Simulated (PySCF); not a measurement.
F₅Ta, SMILES [F][Ta-]([F])([F])([F])[F] (connectivity only; charge and spin as stated), charge -1, multiplicity 2.

Coordinates come from a PBE-D3(BJ)/def2-SVPD optimisation. The spin state was assumed, not searched. The def2 effective core potentials stand for the cores of Ta; spin–orbit coupling is left out.

Calculation: M06-2X/def2-SVPD (PySCF).

Gas-phase values at a fixed geometry.

```yaml
total_energy: -555.99246 hartree
"α spin, highest occupied and lowest empty level": -2.03 and 3.90 eV
"β spin, highest occupied and lowest empty level": -7.97 and 2.95 eV
dipole_moment_about_the_centre_of_nuclear_charge: 0.77 D
mean_static_polarisability: 49.1 bohr³ (7.27 Å³)
polarisability_principal_values: 47.1, 48.1, 52.0 bohr³
"⟨S²⟩": 0.752 (pure state 0.75)
```
